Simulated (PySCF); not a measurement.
CH8ClNSi2, SMILES C[Si@@](N)([SiH3])Cl. Atoms are numbered in the order given.

```xyz
13

C     -1.2086    -1.3661     1.1101
Si    -0.3031     0.0500     0.2852
N     -0.8359     1.5349     0.9874
Si     2.0331    -0.0418     0.4165
Cl    -0.7266    -0.0947    -1.7876
H     -0.9978    -1.3836     2.1910
H     -0.9043    -2.3287     0.6718
H     -2.2966    -1.2608     0.9660
H     -0.3848     2.4041     0.7149
H     -1.8314     1.6869     1.1332
H      2.6157     1.1819    -0.2118
H      2.4942    -0.1102     1.8365
H      2.5410    -1.2424    -0.3095
```

Geometry optimised at B3LYP-D3(BJ)/def2-SVP. The structure was generated by enumeration; whether it is a known compound was not checked. The values are those of a single conformer.

The numbers are results of PBE/def2-TZVP in PySCF, not measurements.

Computed frontier levels, gap, dipole moment and polarisability:
highest occupied level: -6.40 eV
lowest empty level: -0.76 eV
orbital gap: 5.65 eV
dipole moment: 2.04 D
quadrupole, principal values (traceless, Buckingham form, about the centre of nuclear charge): -8.90, 2.38, 6.51 D·Å
mean static polarisability: 90.4 bohr³ (13.40 Å³)
polarisability, principal values: 82.3, 89.4, 99.4 bohr³
